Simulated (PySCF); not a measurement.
BF2H4P.
Structure used (PBE0-D3(BJ)/def2-SVP), in Å, numbered top down from 1:
```xyz
8
BF2H4P angstrom
B     -1.0616   -0.1537   -0.0569
P      0.7552    0.1039    0.0326
F      1.6788   -0.9517   -0.7026
F      1.3295    1.4516   -0.5686
H     -1.4175   -0.1135   -1.2161
H     -1.1536   -1.2407    0.4975
H     -1.4433    0.7655    0.6546
H      1.3683    0.1203    1.3072
```

The calculation used core-valence-separated Tamm–Dancoff BHandHLYP/aug-pcX-1 (pcseg-1 on H, def2-SVPD on P) in PySCF, non-relativistic, gas phase, PBE0-D3(BJ)/def2-SVP geometry. The energies are unshifted.

The lowest roots of each edge with f over 0.003 (five at most, numbered afresh; weaker and dark ones are left out), with transition dipoles (au) in the frame of the coordinates:

```json
{"root": "1", "edge": "F", "E (eV)": "685.30", "f": "0.0262", "μx": "-0.0151", "μy": "-0.0329", "μz": "0.0158"}
{"root": "2", "edge": "F", "E (eV)": "685.31", "f": "0.0267", "μx": "-0.0267", "μy": "0.0200", "μz": "0.0220"}
{"root": "3", "edge": "F", "E (eV)": "686.62", "f": "0.0124", "μx": "0.0041", "μy": "0.0222", "μz": "-0.0150"}
{"root": "4", "edge": "F", "E (eV)": "686.63", "f": "0.0124", "μx": "0.0105", "μy": "-0.0161", "μz": "-0.0191"}
{"root": "5", "edge": "F", "E (eV)": "688.14", "f": "0.0092", "μx": "-0.0043", "μy": "0.0210", "μz": "0.0094"}
{"root": "6", "edge": "B", "E (eV)": "189.22", "f": "0.0355", "μx": "0.0840", "μy": "0.0133", "μz": "-0.0207"}
{"root": "7", "edge": "B", "E (eV)": "190.11", "f": "0.0241", "μx": "-0.0095", "μy": "0.0711", "μz": "0.0051"}
{"root": "8", "edge": "B", "E (eV)": "190.27", "f": "0.0180", "μx": "-0.0324", "μy": "-0.0006", "μz": "-0.0530"}
{"root": "9", "edge": "B", "E (eV)": "190.84", "f": "0.0200", "μx": "0.0647", "μy": "0.0090", "μz": "0.0041"}
```

Task: Molecules are fixed in this frame and the field points along (1, 1, 0)/√2. What effective strengths 3 f cos²θ do the roots have (θ between field and μ)?

Result: root 1 (F3/F4): 0.058, root 2 (F3/F4): 0.001, root 3 (F3/F4): 0.018, root 4 (F3/F4): 0.001, root 5 (F3/F4): 0.007, root 6 (B1): 0.066, root 7 (B1): 0.026, root 8 (B1): 0.008, root 9 (B1): 0.038. Root 6 is the strongest. Averaged over all orientations cos²θ is 1/3, which gives f back.

Hardware: an Intel Xeon Platinum 8259CL at 2.50 GHz with one thread, no GPU, shared host with 96 logical CPUs at a one-minute load of 23. Cost: 5.8 s, 0.55 GiB resident at most.
